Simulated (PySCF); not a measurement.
Species: CH8N2Si2.
SMILES with atom numbers: `[CH2:1]=[N:2][SiH2:3][NH:4][SiH3:5]` (hydrogens: H6, H7 on C1; H8, H9 on Si3; H10 on N4; H11, H12, H13 on Si5)

Level of theory: PySCF 2.14.0, PBE0-D3(BJ)/def2-SVP geometry optimisation, gas phase.

Q: Give the optimised bond lengths and angles.

A: 
```
                     bond  length (Å)   order
                    C1=N2       1.262  double
                   N2–Si3       1.760  single
                   Si3–N4       1.732  single
                   N4–Si5       1.742  single
                    C1–H6       1.107  single
                    C1–H7       1.114  single
                   Si3–H8       1.500  single
                   Si3–H9       1.490  single
                   N4–H10       1.017  single
Si5–H11, Si5–H12, Si5–H13       1.495  single
```

Bonds in one row agree within 0.01 Å and their mean is given. Orders are formal, as drawn. A selection of angles:
```
      angle  degrees
   N2–C1–H6    120.8
   N2–C1–H7    124.5
   H6–C1–H7    114.7
  C1–N2–Si3    124.0
  N2–Si3–N4    111.6
  N2–Si3–H8    110.5
  N2–Si3–H9    106.2
  N4–Si3–H8    108.1
  N4–Si3–H9    108.9
  H8–Si3–H9    111.6
 Si3–N4–Si5    128.0
 Si3–N4–H10    115.1
 Si5–N4–H10    116.0
 N4–Si5–H11    111.4
 N4–Si5–H12    112.7
 N4–Si5–H13    106.9
H11–Si5–H12    107.3
H11–Si5–H13    109.5
```

Torsions: C1–N2–Si3–N4 -122° (anticlinal); N2–Si3–N4–Si5 87° (synclinal). The mirror-image conformer, all signs reversed, is as good.

Si5 (SiH3 silicon) is tetrahedral (angles from 106.9° to 112.7°). N4 (nitrogen bridging silicon atoms) is almost planar (angles 128.0°, 116.0° and 115.1°, sum 359.1°, 0.08 Å off the plane of its three neighbours). Si3 (SiH2 silicon) is tetrahedral (angles from 106.2° to 111.6°). The N–Si distances run from 1.732 Å (Si3–N4, drawn single) to 1.760 Å (N2–Si3, drawn single), a spread of 0.028 Å.

Point group: C1 (no symmetry element, even within 0.4 Å). No frequency check. One conformer, not necessarily the lowest.
